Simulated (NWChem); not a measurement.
System: GeH₃TeF; SMILES [Te]([GeH3])F

NWChem input:

```
start job
memory heap 200 mb stack 900 mb global 1100 mb
geometry units angstroms noautoz
  Te    -0.164224     0.868979    -0.469420
  F      1.389249     1.261227     0.654479
  Ge     0.091959    -1.655547    -0.095664
  H     -0.042520    -1.970016     1.401117
  H     -1.052998    -2.302854    -0.895651
  H      1.456701    -2.118792    -0.625021
end
basis spherical
  * library def2-svpd
end
ecp
  Te library def2-ecp
end
dft
  xc pbe0
  iterations 150
end
tddft
  cis
  nroots 6
  notriplet
end
task tddft energy
```

NWChem printed, in part:

```
             Northwest Computational Chemistry Package (NWChem) 7.3.0
             --------------------------------------------------------

 CS  symmetry detected

                             Geometry "geometry" -> ""
                             -------------------------

 Output coordinates in angstroms (scale by  1.889725989 to convert to a.u.)

  No.       Tag          Charge          X              Y              Z
 ---- ---------------- ---------- -------------- -------------- --------------
    1 Te                  52.0000    -0.29976849    -0.91333720     0.00000000
    2 F                    9.0000     1.63224806    -1.22574379     0.00000000
    3 Ge                  32.0000     0.02255121     1.63119906     0.00000000
    4 H                    1.0000     0.78780975     2.05304340    -1.26244022
    5 H                    1.0000    -1.39952916     2.22077188     0.00000000
    6 H                    1.0000     0.78780975     2.05304340     1.26244022

 Effective nuclear repulsion energy (a.u.)     578.1481634729

      Symmetry information
      --------------------

 Group name             Cs
 Group number              2
 Group order               2
 No. of unique centers     5

                                 NWChem DFT Module
                                 -----------------

 Summary of "ao basis" -> "ao basis" (spherical)
 ------------------------------------------------------------------------------
       Tag                 Description            Shells   Functions and Types
 ---------------- ------------------------------  ------  ---------------------
 Te                        def2-svpd                13       35   5s5p3d
 F                         def2-svpd                 9       23   4s3p2d
 Ge                        def2-svpd                14       38   6s4p4d
 H                         def2-svpd                 4        8   2s2p

      Symmetry analysis of basis
      --------------------------

        a'         80
        a"         40

            General Information
            -------------------
          SCF calculation type: DFT
          Wavefunction type:  closed shell.
          No. of atoms     :     6
          No. of electrons :    68
           Alpha electrons :    34
            Beta electrons :    34
          Charge           :     0
          Spin multiplicity:     1
          Use of symmetry is: off; symmetry adaption is: on
          Maximum number of iterations: 150
          AO basis - number of functions:   120
                     number of shells:    48
          Convergence on energy requested:  1.00D-06
          Convergence on density requested:  1.00D-05
          Convergence on gradient requested:  5.00D-04

              XC Information
              --------------
                         PBE0 Method XC Functional
                     Hartree-Fock (Exact) Exchange  0.250
          PerdewBurkeErnzerhof Exchange Functional  0.750
            Perdew 1991 LDA Correlation Functional  1.000 local
           PerdewBurkeErnz. Correlation Functional  1.000 non-local

             Grid Information
             ----------------
          Grid used for XC integration:  medium
          Radial quadrature: Mura-Knowles
          Angular quadrature: Lebedev.
          Tag              B.-S. Rad. Rad. Pts. Rad. Cut. Ang. Pts.
          ---              ---------- --------- --------- ---------
          Te                  1.40      123          12.0       590
          F                   0.50       49          12.0       434
          Ge                  1.25      112          13.0       590
          H                   0.35       45          13.0       434
          Grid pruning is: on
          Number of quadrature shells:   419
          Spatial weights used:  Erf1

      Superposition of Atomic Density Guess
      -------------------------------------

 Sum of atomic energies:       -2487.06034860

      Non-variational initial energy
      ------------------------------

 Total energy =   -2443.180618
 1-e energy   =   -4124.574346
 2-e energy   =    1369.414280
 HOMO         =      -0.234473
 LUMO         =      -0.107806

      Symmetry analysis of molecular orbitals - initial
      -------------------------------------------------

  Numbering of irreducible representations:

     1 a'          2 a"

  Orbital symmetries:

[...]

                                NWChem TDDFT Module
                                -------------------

            General Information
            -------------------
           No. of orbitals :     240
            Alpha orbitals :     120
             Beta orbitals :     120
        Alpha frozen cores :       0
         Beta frozen cores :       0
     Alpha frozen virtuals :       0
      Beta frozen virtuals :       0
         Spin multiplicity :       1
    Number of AO functions :     120
        Use of symmetry is : off
      Symmetry adaption is : on
         Schwarz screening :  0.10D-07

              XC Information
              --------------
                  PBE0 Method XC Functional
              Hartree-Fock (Exact) Exchange   0.25
   PerdewBurkeErnzerhof Exchange Functional   0.75
     Perdew 1991 LDA Correlation Functional   1.00 local
    PerdewBurkeErnz. Correlation Functional   1.00 non-local

             TDDFT Information
             -----------------
          Calculation type : Tamm-Dancoff TDDFT
         Wavefunction type : Restricted singlets
          No. of electrons :      68
           Alpha electrons :      34
            Beta electrons :      34
              No. of roots :       6
          Max subspacesize :    5200
            Max iterations :     100
               Target root :       1
           Target symmetry : none
      Symmetry restriction : off
                 Algorithm : Optimal
        Davidson threshold :  0.10D-03

    6 smallest eigenvalue differences (eV)
--------------------------------------------------------
  No. Spin  Occ  Vir  Irrep   E(Occ)    E(Vir)   E(Diff)
--------------------------------------------------------
    1    1   34   35 a"       -0.241    -0.099     3.876
    2    1   34   36 a"       -0.241    -0.037     5.575
    3    1   33   35 a'       -0.313    -0.099     5.830
    4    1   34   37 a"       -0.241     0.002     6.614
    5    1   34   38 a'       -0.241     0.030     7.378
    6    1   34   39 a"       -0.241     0.033     7.479
--------------------------------------------------------

  Entering Davidson iterations
  Restricted singlet excited states

  Iter   NTrls   NConv    DeltaV     DeltaE      Time
  ----  ------  ------  ---------  ---------  ---------
    1      6       0     0.71E-01   0.10+100       49.5
    2     12       0     0.27E-01   0.12E-01       47.2
    3     18       0     0.14E-01   0.17E-02       34.8
    4     24       0     0.71E-02   0.41E-03       52.1
    5     30       3     0.34E-02   0.55E-04       40.8
    6     33       3     0.16E-02   0.19E-04       27.1
    7     36       4     0.47E-03   0.47E-05       25.0
    8     38       4     0.16E-03   0.38E-06       31.8
    9     40       6     0.76E-04   0.36E-07       40.0
  ----  ------  ------  ---------  ---------  ---------
  Convergence criterion met

  Ground state a'      -2445.987038370320 a.u.

  ----------------------------------------------------------------------------
  Root   1 singlet a"             0.088779167 a.u.                2.4158 eV
  ----------------------------------------------------------------------------
     Transition Moments    X -0.00000   Y -0.00000   Z  0.11672
     Dipole Oscillator Strength                    0.0008063432
     Electric Quadrupole                           0.0000000102
     Magnetic Dipole                               0.0000010197
     Total Oscillator Strength                     0.0008073732

     Occ.   34  a"  ---  Virt.   35  a'      -0.99721
  ----------------------------------------------------------------------------
  Root   2 singlet a"             0.161005040 a.u.                4.3812 eV
  ----------------------------------------------------------------------------
     Transition Moments    X -0.00000   Y -0.00000   Z  0.22850
     Dipole Oscillator Strength                    0.0056040707
     Electric Quadrupole                           0.0000000057
     Magnetic Dipole                               0.0000000861
     Total Oscillator Strength                     0.0056041625

     Occ.   34  a"  ---  Virt.   36  a'      -0.99194
     Occ.   34  a"  ---  Virt.   37  a'       0.07568
  ----------------------------------------------------------------------------
  Root   3 singlet a'             0.164157666 a.u.                4.4670 eV
  ----------------------------------------------------------------------------
     Transition Moments    X -0.09027   Y  0.19530   Z -0.00000
     Dipole Oscillator Strength                    0.0050661665
     Electric Quadrupole                           0.0000000667
     Magnetic Dipole                               0.0000014020
     Total Oscillator Strength                     0.0050676352

     Occ.   29  a'  ---  Virt.   35  a'      -0.09026
     Occ.   33  a'  ---  Virt.   35  a'      -0.98486
     Occ.   33  a'  ---  Virt.   36  a'       0.08695
     Occ.   34  a"  ---  Virt.   38  a"       0.07106
  ----------------------------------------------------------------------------
  Root   4 singlet a"             0.203943053 a.u.                5.5496 eV
  ----------------------------------------------------------------------------
     Transition Moments    X  0.00000   Y -0.00000   Z  0.57177
     Dipole Oscillator Strength                    0.0444487341
     Electric Quadrupole                           0.0000002392
     Magnetic Dipole                               0.0000013555
     Total Oscillator Strength                     0.0444503287

[...]
```

Level: PBE0/def2-SVPD with def2 effective core potentials on Te, TDA. All runs use the structure optimised with PBE0/def2-SVP. Not confirmed as a minimum by frequencies. def2 effective core potentials on Te; no spin-orbit coupling.
